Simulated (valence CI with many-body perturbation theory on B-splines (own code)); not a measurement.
# Sn43+: key properties

Method: relativistic CI+MBPT: five valence electrons over a frozen Dirac-Fock core [He], a basis of 9 s, 9 p, 8 d, 6 f, 3 g, 1 h functions for each j, with the one-electron correlation potential Σ1, the two-electron term Σ2, the three-electron term Σ3, Breit, model QED; selected CI, second order for the rest, scaled by the run's own slope (own B-spline code, finite nucleus).

The last digits are not significant, and no measured levels were compared; by estimate large intervals hold to a few tenths of a per cent, small ones and those within an open d or f shell to about a per cent. Among the levels kept, up to 3600 cm⁻¹ of a level comes from second order outside the variational space, and about a tenth of that is noise between levels of different J, which matters for small intervals.

Levels are named by their leading jj configuration (3d3/2^4 stands for four electrons in 3d with j = 3/2), which in mixed levels can hold well under half, so a name can repeat and another be missing.

Rates and lifetimes use the calculated energies. Strong lines usually hold to 10 to 20 %, long lifetimes can be off by a factor of two.

(1) What is the ground level?

(2) How well does LS coupling describe the low levels?

(3) Name the longest-lived excited levels whose lifetime is computed, and their main decay.

(4) Among levels below 35641 × 10³ cm⁻¹, which E1 lines absorb most strongly from the ground level?

(5) Where does the other parity begin?

Results:

(1) (2s^2 2p1/2^2 2p3/2) J=3/2, composition 45 % 2s2 2p3 2P° + 29 % 2s2 2p3 4S° + 25 % 2s2 2p3 2D°, g = 1.377.

(2) Among the lowest 20 levels the leading LS term, summed over configurations, holds 61 % on average. For single configurations the figures are 61 % in LS and 98 % in jj coupling. Terms mix most in the J = 3/2 level at 32399 × 10³ cm⁻¹, where the leading one holds 30 %.

(3) (2s^2 2p1/2 2p3/2^2) J=5/2 at 1967.5 × 10³ cm⁻¹ lives 48.3 ns, mostly by M1 to (2s^2 2p1/2^2 2p3/2) J=3/2; (2s^2 2p1/2 2p3/2^2) J=1/2 at 2190.3 × 10³ cm⁻¹ lives 11.8 ns, mostly by M1 to (2s^2 2p1/2^2 2p3/2) J=3/2; (2s^2 2p1/2 2p3/2^2) J=3/2 at 1815.7 × 10³ cm⁻¹ lives 8.43 ns, mostly by M1 to (2s^2 2p1/2^2 2p3/2) J=3/2.

(4) to (2s^2 2p1/2 2p3/2 3d3/2) J=5/2 at 0.2866 nm, f = 0.560; to (2s^2 2p1/2^2 3d5/2) J=5/2 at 0.3022 nm, f = 0.521; to (2s^2 2p1/2 2p3/2 3d3/2) J=3/2 at 0.2863 nm, f = 0.235.

(5) At (2s 2p1/2^2 2p3/2^2) J=5/2, 3397.3 × 10³ cm⁻¹.
